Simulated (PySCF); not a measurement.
Two structures of GeH4S, closed shell, reached by relaxing down either side of one saddle point (PBE0-D4/def2-TZVP). Energies are electronic, without zero-point energy. PySCF 2.14 with density fitting (its default auxiliary sets; JK sets also for MP2 and CCSD(T)); basis: def2-TZVPP and def2-QZVPP; cores frozen in the correlated methods. Filled d shells of the heavier atoms are correlated. The def2 sets are not built for correlating such inner shells, so the correlated values are less sure here. Extrapolation: Hartree–Fock as exp(−7.88 √X), correlation as X^−2.97. First:

Ge1  (-0.347, -1.159, -0.891)
H2  (0.254, 1.426, 0.829)
S3  (1.004, 0.332, 0.610)
H4  (0.046, -0.077, -1.994)
H5  (-1.650, -0.348, -0.462)
H6  (0.717, -0.185, 1.816)
(Å)

Second:

```
6
angstrom
Ge 0.1435 -1.1790 -0.6950
H -0.0798 1.7077 -0.9357
S 1.3472 -0.7518 1.1334
H -0.5180 1.5982 -1.5327
H -1.2495 -0.8952 0.0264
H 0.3651 -0.4462 1.9956
```

**Question.** Which bonds change from the first to the second?

**Answer.** GeH₄S ([SH2][GeH2]) → GeH₂S ([SH][GeH]) + H₂; bonds formed: H2–H4; bonds broken: Ge1–H4, H2–S3.

**Question.** Give the saddle point's structure and its height above each. (To be estimated.)

**Answer.** By the calculation: 60.2 kJ/mol above the first and 96.7 kJ/mol above the second (CCSD(T) at an estimated basis limit (MP2 extrapolated from triple and quadruple zeta, plus CCSD(T) − MP2 in triple zeta)).
```xyz
6
angstrom
Ge -0.2802 -0.7324 -1.1250
H 0.3927 0.7892 -0.2095
S 1.2714 -0.2442 0.7604
H -0.2331 0.9934 -1.0447
H -1.5082 -0.6700 -0.1178
H 0.3574 -0.1360 1.7368
```

The search had been set up for a insertion of a divalent centre (a silylene, a carbene or their kin) (forming Ge1–H2, Ge1–S3, breaking H2–S3); from that guess it ended on this step instead.

T1 diagnostic: at most 0.015. The end structure is not quite a true minimum (one mode of 51i cm⁻¹).

Labels in which every atom is bracketed show which atoms are joined, not bond orders.

For scale, one of the runs: CCSD(T)/def2-TZVPP, 146 basis functions, launched by `OMP_NUM_THREADS=4 python run.py`. The run took 2.3 min on 4 CPU threads of an Arm Neoverse N1 (shared host), with 0.99 GiB of host memory at its peak.
